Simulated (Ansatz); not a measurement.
Cartesian coordinates in Å:
```
N -0.2180 1.3491 0.8800
Si -0.5772 0.2136 -0.3642
Sb 1.6293 -0.9849 -0.9409
H 0.1683 1.0311 1.7542
H -0.8232 2.1424 1.0205
H -1.0523 0.9967 -1.5360
H -1.6375 -0.7871 -0.0399
H 1.7122 -1.5680 0.6669
H 0.7983 -2.3930 -1.4405
```

The species carries charge 0 and has multiplicity 1. Sb takes the def2 core potential.

Question: List the r2SCAN/def2-TZVPP orbital energies in eV (Ansatz). (Estimate.)

Answer: Ansatz gave: Occupied: -1791.26, -384.96, -153.39, -141.65, -105.15, -105.11, -105.01, -96.53, -96.51, -96.48, -33.38, -33.34, -33.27, -33.24, -33.19, -22.33, -14.95, -13.16, -12.63, -10.18, -8.88, -8.55, -7.52, -6.72, -6.00. Lowest empty: -0.84, -0.61, 0.21, 0.41, 1.39, 1.70, 2.40, 2.52.
